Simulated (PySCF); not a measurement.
A side-by-side comparison of computed properties.

First species: C5H10O3Si.
InChI=1S/C5H10O3Si/c1-3-5-9(6,7)8-4-2/h6-7H,4H2,1-2H3

Second species: C4H7F3Si.
SMILES: `FC(F)(F)[C@@H]1CC[SiH2]1`

Levels: CAM-B3LYP/def2-SVPD for dipole moment, HOMO energy, LUMO energy, HOMO–LUMO gap, static isotropic polarisability and electronic spatial extent ⟨r²⟩ about the centre of nuclear charge; TDDFT CAM-B3LYP/def2-SVPD for lowest singlet excitation; TDA CAM-B3LYP/def2-SVPD for lowest triplet excitation (Tamm–Dancoff); ΔSCF CAM-B3LYP/def2-SVPD for vertical ionisation energy; PBE0-D3(BJ)/def2-SVP for rotational constant A and rotational constant C. Geometries: PBE0-D3(BJ)/def2-SVP. Each species is one conformer at its optimised geometry, gas phase, non-relativistic unless stated. Electronic properties by PySCF.

Dipoles, sizes and rotational constants follow the conformer. The torsions of the flexible species, by atom-mapped SMILES:
- `[CH3:1][C:2]#[C:3][Si:4]([OH:5])([OH:6])[O:7][CH2:8][CH3:9]`: C3–Si4–O7–C8 53°, Si4–O7–C8–C9 -165°, H–O5–Si4–C3 52°, H–O6–Si4–C3 65°
- `[F:1][C:2]([F:3])([F:4])[C@@H:5]1[CH2:6][CH2:7][SiH2:8]1`: F1–C2–C5–C6 57°

Values for the first species:

```
Dipole moment                                                     : 3.60 D
HOMO energy                                                       : -9.18 eV
LUMO energy                                                       : 0.76 eV
HOMO–LUMO gap                                                     : 9.94 eV
Lowest singlet excitation                                         : 5.98 eV
Lowest triplet excitation (Tamm–Dancoff)                          : 4.94 eV
Static isotropic polarisability                                   : 94.9 au
Vertical ionisation energy                                        : 9.95 eV
Electronic spatial extent ⟨r²⟩ about the centre of nuclear charge : 1880 bohr²
Rotational constant A                                             : 1.428 GHz
Rotational constant C                                             : 0.652 GHz
```

Task: Estimate the same properties for the second species, and the change in each.

Result: 
```
                                                         property       first      second  second less first
                                                    dipole moment      3.60 D      2.61 D            -0.99 D
                                                      HOMO energy    -9.18 eV    -9.80 eV           -0.62 eV
                                                      LUMO energy     0.76 eV     0.88 eV           +0.12 eV
                                                    HOMO–LUMO gap     9.94 eV    10.68 eV           +0.74 eV
                                        lowest singlet excitation     5.98 eV     7.26 eV           +1.28 eV
                         lowest triplet excitation (Tamm–Dancoff)     4.94 eV     6.82 eV           +1.88 eV
                                  static isotropic polarisability     94.9 au     73.5 au           -21.4 au
                                       vertical ionisation energy     9.95 eV    10.58 eV           +0.63 eV
electronic spatial extent ⟨r²⟩ about the centre of nuclear charge  1880 bohr²  1074 bohr²         -806 bohr²
                                            rotational constant A   1.428 GHz   2.900 GHz         +1.472 GHz
                                            rotational constant C   0.652 GHz   1.161 GHz         +0.509 GHz
```

On the first: The 10 singlets span 5.98 to 8.18 eV, and their oscillator strengths add up to 0.30. The ΔSCF ionisation energy exceeds −ε(HOMO) by 0.77 eV with CAM-B3LYP.

On the second: A dipole of 2.61 D is allowed in C1, and pure rotational transitions are dipole-allowed. The polarisability is 10.89 Å³ as a volume (1 au = 0.148185 Å³), or 1.02 au for each of the 72 electrons.
